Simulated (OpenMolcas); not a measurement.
**Bi I: effect of the IPEA shift**

* Program: OpenMolcas
* Basis: ANO-RCC-VQZP [9s8p6d4f3g]
* Scalar Hamiltonian: DKH2, point nucleus
* Active space: 3 electrons in 9 orbitals (RAS2 6p; RAS3 6d 7s, at most 1 electron)
* State averaging: 2S+1 = 4 odd, 1 root; 2S+1 = 2 odd, 8 roots; 2S+1 = 4 even, 3 roots; 2S+1 = 2 even, 8 roots
* Spin-orbit coupling: state interaction with AMFI integrals over the reference wave functions, term energies averaged over their components

Methods on the same reference wave functions:
A. RASSCF
B. SS-RASPT2, IPEA 0 Eh, imaginary shift 0.1 Eh (closed shells correlated: 5d 6s)
C. SS-RASPT2, IPEA 0.25 Eh, imaginary shift 0.1 Eh (closed shells correlated: 5d 6s)

Energies in cm⁻¹ above 6s² 6p³ ⁴S°_3/2, the measured ground level; measured values from NIST Handbook of Basic Atomic Spectroscopic Data.

```tsv
Level	A	B	C	Measured
6s² 6p³ ⁴S°_3/2 [71 %]	0.0	0.0	0.0	0.0
6s² 6p³ ²D°_3/2 [68 %]	12204	10590	10590	11419
6s² 6p³ ²D°_5/2	16498	14310	14330	15438
6s² 6p³ ²P°_1/2	24704	23050	22930	21661
6s² 6p³ ²P°_3/2 [70 %]	32940	31320	31240	33165
6s² 6p² 7s ⁴P_1/2	41784	41550	41040	
6s² 6p² 7s ⁴P_3/2	46099	45910	45400	
6s² 6p² 7s ²P_1/2	49433	48010	47480	45916
6s² 6p² 7s ⁴P_5/2 [59 %]	50607	49520	48970	48490
```

Deviations, from unrounded energies. A percentage is the sum of absolute deviations over the sum of measured energies, with the sign that they share, or ± where signs differ.

```csv
Against measurement,Levels,A,B,C
mean absolute deviation (cm-1),6,1800,1400,1200
other terms of the ground configuration (%),4,±6.3,±6.4,±6.3
other configurations (%),2,+6.0,+3.3,+2.2
```

C lies closest to measurement on these levels and A furthest from it. The largest miss of C in the table is 6s² 6p³ ²P°_3/2 [70 %], by -1900 cm-1. The ranking rests on the paired levels alone, and a cruder setting can come out closer through cancelling errors.

Between B and C the level of the table that moves most is 6s² 6p² 7s ⁴P_5/2 [59 %], by 550 cm-1 (lowest in C, highest in B). Moves below CASPT2's spread within the term are not significant.

From A to B the spin-free energies of the other terms of 6s² 6p³ shown, above ⁴S°, scale by factors of 0.78 to 0.89.

The lowest spin-free term lies below A's lowest term by 0.509 hartree in B, 0.499 hartree in C.

CASPT2 does not keep the components of a term degenerate, so their means are used; among the terms shown or strongly mixed into the levels shown the widest spread is 89 cm-1 (6s² 6p³ ²D°, C). ANO sets are built for valence states and can reach diffuse excited orbitals poorly, and with the s shell closed the s pⁿ⁺¹ terms that mix with these levels are absent. Spin-orbit splittings of 6p shells tend to come out small when the coupling is added on scalar orbitals. With the s shell closed, the reference lacks s² → p² mixing. No level of 6s² 6p² 6d was computed, though it lies in the active space. Some levels mix across a computed gap that differs much from the measured one, so their mixing is not that of the real levels (holds for A). Computed and measured levels are paired by configuration, term and J; levels that our copy of the source lacks, or whose pairing is in doubt (as where it misses far off the trend of its configuration), stay unpaired and out of the deviations. Where the source uses jj or jK labels, the order within each J decides. Levels of configurations outside the active space are missing. Levels that lie high or do not pair safely by name in every column are left out.

A share in square brackets marks a mixed level and gives the weight of the term that names it, the lowest over the columns. ° marks odd parity.
